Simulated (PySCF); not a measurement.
# Electron correlation in Be (beryllium, neutral)

Starting occupation: [He] 2s2. Computed with PySCF 2.14 in an uncontracted even-tempered set (18 s from 0.019 bohr⁻², ratio 2.6; 11 p from 0.025 bohr⁻², ratio 2.6; 6 d from 0.17 bohr⁻², ratio 2.8; 5 f from 0.26 bohr⁻², ratio 2.8), with X2C-1e with screened-nucleus spin-orbit coupling, Gaussian nucleus. Frozen: nothing; 4 electrons correlated; the 30 highest virtual spinors left out.

MP2 pair energies summed by pair of shells (mhartree):

```
       pair  energy  share (%)
1s1/2-1s1/2  -39.18       53.1
2s1/2-2s1/2  -29.27       39.7
1s1/2-2s1/2   -5.37        7.3
```

Total MP2 correlation energy: -73.82 mhartree.

The virtual space was cut to 54 spinors, which keep -65.55 of the -73.82 mhartree of MP2 correlation.

| level | correlation energy (mhartree) |
| --- | --- |
| CCSD | -85.75 |
| (T) | -0.37 |
| CCSD(T) | -86.12 |

Diagnostics: T1 = 0.014, largest double amplitude 0.167.

A double-excitation amplitude exceeds 0.15, a sign of near-degeneracy.

Cost of the coupled-cluster step: roughly 9 core-seconds, for 4 occupied and 54 virtual spinors.

The coupled-cluster values are those of the cut space; adding the MP2 remainder, -8.27 mhartree, estimates the full space.
